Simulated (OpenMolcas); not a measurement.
**Xe⁴⁺: terms and fine structure**

| Item | Value |
| --- | --- |
| Program | OpenMolcas |
| Method | SS-CASPT2, IPEA 0.25 Eh, imaginary shift 0.1 Eh (closed shells correlated: 4d) |
| Basis | ANO-RCC-VTZP [7s6p4d2f1g] |
| Scalar Hamiltonian | DKH2, point nucleus |
| Active space | 4 electrons in 4 orbitals (5s 5p) |
| State averaging | 2S+1 = 3 even, 3 roots; 2S+1 = 1 even, 6 roots; 2S+1 = 5 odd, 1 root; 2S+1 = 3 odd, 8 roots |
| Spin-orbit coupling | state interaction with AMFI integrals over the reference wave functions, term energies averaged over their components |

Spin-free terms above the lowest, with the occupations of the reference:

| Configuration | Term | E (cm-1) | Occupations |
| --- | --- | --- | --- |
| 5s2 5p2 | 3P | 0.0 | 5s 1.98 5p 2.02 |
| 5s2 5p2 | 1D | 9830 | 5s 1.98 5p 2.02 |
| 5s2 5p2 | 1S | 27540 | 5s 1.93 5p 2.07 |
| 5s 5p3 | 5S* | 78890 | 5s 1.00 5p 3.00 |
| 5s 5p3 | 3D* | 102020 | 5s 1.00 5p 3.00 |

With spin-orbit coupling, above the lowest level:

```
Configuration  Term  J  E (cm-1)  Measured (cm-1)  Term weight %  Second
      5s2 5p2    3P  0       0.0              0.0             91    9 1S
      5s2 5p2    3P  1      7940             9292            100        
      5s2 5p2    3P  2     12590            14127             71   29 1D
      5s2 5p2    1D  2     25800            28411             71   29 3P
      5s2 5p2    1S  0     43410            44470             91    9 3P
       5s 5p3   5S*  2     89200            92183             95   4 3P*
       5s 5p3   3D*  2    111800           116097             89   9 3P*
       5s 5p3   3D*  1    112550           115286             92   8 3P*
       5s 5p3   3D*  3    114180           119919            100
```

Against the 8 measured excited levels shown (Saloman, J. Phys. Chem. Ref. Data 33, 765 (2004)) the mean absolute deviation is 2800 cm-1; the largest miss in energy is 5s 5p3 3D* 3: computed 114180, measured 119919 cm-1 (-4.8 %), and the largest in proportion 5s2 5p2 3P1 (-14.6 %).

Spin-orbit coupling puts the lowest level 12166 cm-1 below the lowest spin-free term.

For 3P the intervals divided by the larger J are 7936.3, 2329.1 cm-1. Landé's interval rule makes them equal in pure LS coupling; they differ by 109 % of their mean. The multiplet is regular.

Term energies are means over components that CASPT2 splits; among the terms shown or strongly mixed into the levels shown the widest spread is 390 cm-1 (5s 5p3 3D*). Over all roots computed the reference weight is 0.86 to 0.95; the roots of lowest weight are the least certain, and an intruder state may touch them. Terms of s pⁿ other than that of highest spin mix with s² pⁿ⁻² d, which this space lacks; all of them can be thousands of cm-1 off, and some have no real level of that name. Computed and measured levels are paired by configuration, term and J; levels that our copy of the source lacks, or whose pairing is in doubt (as where it misses far off the trend of its configuration), stay unpaired and out of the deviations. Levels of configurations outside the active space are missing. The first state left out of the spin-orbit step lies near 160000 cm-1 above the lowest spin-free state of the reference (among the parities and spins computed), and the list stops at four fifths of that energy or lower.

The term weight is that of the spin-free term in the level, not the purity of its configuration. * marks odd parity.
